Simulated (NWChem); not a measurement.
# CH5BFN; SMILES CNBF

```xyz
9

B     -0.4502    -0.6911     0.0000
F      0.1094    -1.9141     0.0000
H     -1.6423    -0.5936     0.0000
N      0.3702     0.4384     0.0000
C     -0.0693     1.8235     0.0000
H      1.3758     0.3073     0.0000
H      0.2846     2.3625    -0.8886
H      0.2846     2.3625     0.8886
H     -1.1619     1.8504     0.0000
```
Atoms are numbered in this order, from 1.

Computed with NWChem. Pople sets run with spherical d functions. Geometry: optimised at B3LYP/6-31G* (spherical d). B3LYP is NWChem's, with the RPA form of VWN correlation. Atomic charges in e: unrestrained fits to the electrostatic potential beside Mulliken populations; buried atoms are poorly determined by the fit.

For level Hartree-Fock/6-31G*:

- ESP B1: 0.59
- Mulliken B1: 0.67
- Mulliken F2: -0.42
- ESP N4: -0.62
- Mulliken N4: -0.76
- Mulliken C5: -0.28

Question: How do the values read with level B3LYP/def2-SVP instead?

Answer: 
| Item | Value |
|---|---|
| ESP B1 | 0.40 |
| Mulliken B1 | 0.11 |
| Mulliken F2 | -0.15 |
| ESP N4 | -0.43 |
| Mulliken N4 | -0.15 |
| Mulliken C5 | 0.11 |
